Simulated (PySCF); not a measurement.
An unknown is described by computed data only.

Elements present: C, H, O, S and Si. Monoisotopic mass: 161.9991 u.

- Dipole: 2.38 D [PBE0/pcSseg-1]
- 13C NMR: chemical shifts (computed TMS as zero) by class: 84.1 (1 C), 80.2 (1 C), 9.7 (1 C), 5.0 (1 C) ppm [GIAO PBE0/pcSseg-1]
- Rotational structure: rotational constants A, B, C: 2.827, 0.441, 0.396 GHz [GFN2-xTB]
- 1H NMR: chemical shifts (computed TMS as zero) by class: 5.46 (1 H), 4.92 (1 H), 4.88 (1 H), 2.02 (3 H), 2.02 (1 H), 1.78 (1 H), 1.66 (1 H), -0.29 (1 H) ppm [GIAO PBE0/pcSseg-1]
- NMR, other nuclei: isotropic shieldings of nuclei other than C and H, by class: 323 (1 O), 357 (1 Si), 416 (1 Si), 802 (1 S) ppm [GIAO PBE0/pcSseg-1]

Electronic properties: PySCF, gas phase, density fitting. Levels stand in brackets. Geometry: GFN2-xTB, one conformer, isolated molecule. GFN2-xTB frequencies show an imaginary mode (30i cm⁻¹), so this geometry is no minimum at that level. NMR classes are plain means over equivalent atoms (diastereotopic ones count apart unless rotation or inversion swaps them), as if these changed places fast.

Question: Which formula fits the mass and the elements?

Answer: C4H10OSSi2 (calculated 161.9991). No other formula that holds each of these elements comes within 0.0003 u with a fitting electron parity and a possible valence count.

Question: Propose a structure and show how it fits.

Answer: Numbering: `[CH3:1][C:2]#[C:3][CH2:4][Si@@H:5]([OH:6])[SiH2:7][SH:8]`. Its formula, C4H10OSSi2, gives 2 degrees of unsaturation: 0 rings and 2 π bonds in the structure found. 4 carbons fall into 4 classes; from least to most shielded: alkyne carbon [C2] (84.1 ppm), alkyne carbon [C3] (80.2 ppm), sp3 carbon bound to silicon [C4] (9.7 ppm), propargylic carbon [C1] (5.0 ppm). Hydrogen classes from least to most shielded: 1 H on an oxygen-bound silicon, Si5 (5.46 ppm), 1 H on an SiH2 silicon, Si7 (4.92 ppm), 1 H on an SiH2 silicon, Si7 (4.88 ppm), 3 H on a propargylic carbon, C1 (2.02 ppm), 1 H on an sp3 carbon bound to silicon, C4 (2.02 ppm), 1 H on a silanol oxygen, O6 (1.78 ppm), 1 H on an sp3 carbon bound to silicon, C4 (1.66 ppm), 1 H on a sulfur bonded to Si and H, S8 (-0.29 ppm). The other shieldings belong to: 323 ppm, silanol oxygen [O6]; 357 ppm, oxygen-bound silicon [Si5]; 416 ppm, SiH2 silicon [Si7]; 802 ppm, sulfur bonded to Si and H [S8]. The optimised geometry has point group C1 and is an asymmetric top. Structure: `CC#CC[Si@@H](O)[SiH2]S`. Computed isomers that give other values at the same levels: `C#C[Si@H](O)SC[SiH2]C` (13C chemical shifts (computed TMS as zero) by class: 101.1 (1 C), 90.0 (1 C), 9.2 (1 C), -8.4 (1 C) ppm); `CC(=S)[Si@H]1CC[SiH2]O1` (13C chemical shifts (computed TMS as zero) by class: 334.2 (1 C), 52.6 (1 C), 11.6 (1 C), 9.3 (1 C) ppm); `C[SiH2]C#C[Si@H](O)SC` (13C chemical shifts (computed TMS as zero) by class: 118.4 (1 C), 116.2 (1 C), 12.2 (1 C), -5.0 (1 C) ppm). The assignments are read from this structure; whether some other isomer fits the data as well wasn't checked. The mirror image fits equally.

The values belong to the conformer `[CH3:1][C:2]#[C:3][CH2:4][Si@@H:5]([OH:6])[SiH2:7][SH:8]`: C3–C4–Si5–O6 53°, C4–Si5–Si7–S8 64°, H–O6–Si5–C4 -48°, H–S8–Si7–Si5 -179°.
